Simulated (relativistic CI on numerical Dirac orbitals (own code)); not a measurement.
## Zn4+: L2,3 absorption edge

Computed with this model: Dirac-Coulomb-Breit CI, orbitals from a KLI potential per configuration, a model potential for QED, valence Slater integrals scaled by 0.8, multiplet model of core-to-valence dipole absorption; configurations [Ar] 3d8 → [He] 2s2 2p5 3s2 3p6 3d9; 300 K; Lorentzian 0.24 eV and Gaussian 0.3 eV FWHM. Energies are those of the free ion, without screening or charge transfer. The branching ratio is the share of the lower-energy edge in the whole absorption, uncertain by about 0.02 where the edges overlap. S is read from ⟨S²⟩ = S(S + 1).

Field parameters in Wybourne normalisation: D3d B²₀ = −7Dσ, B⁴₀ = −14Dq − 21Dτ, B⁴₃ = −14√(10/7) Dq. The field is a parameter set, without covalency.

Case D3d, 10Dq = 13850, Dσ = -510, Dτ = 240 cm⁻¹, the dichroism is that of the ground state at zero temperature, magnetised by exchange field 10 meV on Sz. The dichroism I(Δm = −1) − I(Δm = +1), over the sum of the three polarisations, integrates to -0.1384 on the lower edge and 0.0655 on the upper edge. The branching ratio is 0.755.

Use the orbital sum rule with 2 holes to get ⟨Lz⟩.

For a p → d edge ⟨Lz⟩ = 2 × n_h × (sum of both integrals) in this sign convention = -0.29; the ground state itself has ⟨Lz⟩ = -0.28 and ⟨Sz⟩ = -0.99. The rule assumes one radial integral for both edges, which relativistic orbitals only approach.
